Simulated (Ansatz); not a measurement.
A nudged elastic band was laid between two geometries of CH8Si2 + ClH (13 atoms, charge 0, multiplicity 1).

The calculation used RKS revPBE-D4/6-31G* (Ansatz).

```json
{
 "movable images": "7",
 "climbing image": "yes",
 "spring": "2.0 to 10.0 eV/Å², energy-weighted",
 "optimiser": "quadratic models (default)",
 "start path": "through a guess of the saddle point",
 "force threshold": "0.03 eV/Å",
 "iteration limit": "60",
 "end points": "relaxed"
}
```

Initial state:

```xyz
13
Properties=species:S:1:pos:R:3
Si -1.043 -0.380 -0.363
Si 0.673 -1.515 0.782
H -1.834 -1.414 -1.118
H -1.963 0.244 0.649
C -0.347 0.931 -1.550
H 1.092 1.281 1.881
Cl 0.778 2.544 1.930
H 1.480 -0.568 1.642
H 0.145 -2.580 1.699
H 1.649 -2.146 -0.170
H 0.194 1.713 -0.993
H -1.167 1.414 -2.110
H 0.345 0.476 -2.279
```

Final state:

```xyz
13
Properties=species:S:1:pos:R:3
Si -1.547 0.871 -0.078
Si 1.530 -1.648 1.104
H -1.457 -0.498 0.522
H -2.958 1.123 -0.519
C -0.329 1.094 -1.496
H 1.464 -0.187 1.430
Cl -1.117 2.246 1.443
H 2.883 -2.184 1.465
H 0.474 -2.386 1.870
H 1.301 -1.838 -0.367
H -0.408 2.108 -1.923
H -0.543 0.362 -2.297
H 0.707 0.938 -1.153
```

Question: Which bonds break or form, and what moves?

Answer: Bonds broken: Si1–Si2, H6–Cl7. Bonds formed: Si1–Cl7, Si2–H6. CH8Si2 + ClH becomes CH5ClSi + H4Si.

Question: What energy profile does the band end with?

Answer: It converged. The highest image is number 4 of 0 to 8, 1.41 eV above the first end and 2.33 eV above the last; the last end lies 0.92 eV below the first. Another band between the same ends (7 images) ends at a top of the same energy, where a vibrational analysis finds 1 clearly imaginary mode. The orbitals stay closed-shell, which can raise the energy where a bond breaks towards radicals; this wasn't checked here.

| image | path coordinate (Å) | energy (eV) | Si1–Si2 (Å) | H6–Cl7 (Å) | Si1–Cl7 (Å) |
| --- | --- | --- | --- | --- | --- |
| 0 | 0.00 | 0.00 | 2.35 | 1.30 | 4.14 |
| 1 | 1.64 | 0.09 | 2.36 | 1.30 | 3.73 |
| 2 | 2.58 | 0.43 | 2.40 | 1.34 | 3.21 |
| 3 | 3.11 | 1.03 | 2.49 | 1.49 | 2.86 |
| 4 | 3.52 | 1.41 | 2.61 | 1.82 | 2.67 |
| 5 | 3.98 | 1.04 | 2.80 | 2.09 | 2.40 |
| 6 | 4.56 | 0.42 | 3.11 | 2.24 | 2.21 |
| 7 | 5.60 | -0.54 | 3.60 | 2.45 | 2.11 |
| 8 | 7.90 | -0.92 | 4.15 | 3.55 | 2.09 |

Question: What is the geometry of the highest image?

Answer: 
```xyz
13
Properties=species:S:1:pos:R:3:forces:R:3
Si -0.839 0.208 -0.020 -0.01 0.00 -0.01
Si 0.848 -1.475 1.035 0.00 0.00 -0.01
H -1.219 -1.190 -0.496 0.01 0.00 0.00
H -1.956 0.598 0.881 0.00 0.00 0.00
C -0.349 1.160 -1.565 0.01 -0.01 0.01
H 0.526 0.223 1.058 0.00 0.00 0.00
Cl 0.560 2.018 1.356 0.00 0.00 0.00
H 2.001 -1.245 1.962 0.00 0.00 0.00
H -0.185 -2.344 1.674 0.00 0.00 0.00
H 1.325 -2.010 -0.277 0.00 0.00 0.00
H -0.589 2.227 -1.440 0.00 0.00 0.00
H -0.862 0.745 -2.450 0.00 0.00 0.00
H 0.740 1.084 -1.716 0.00 0.00 0.00
```

The band took 15 iterations and about 5 core-minutes.

The run took 2.5 min on 2 threads of Intel(R) Xeon(R) Platinum 8488C (Sapphire Rapids), on a shared host, peak memory 0.16 GiB.
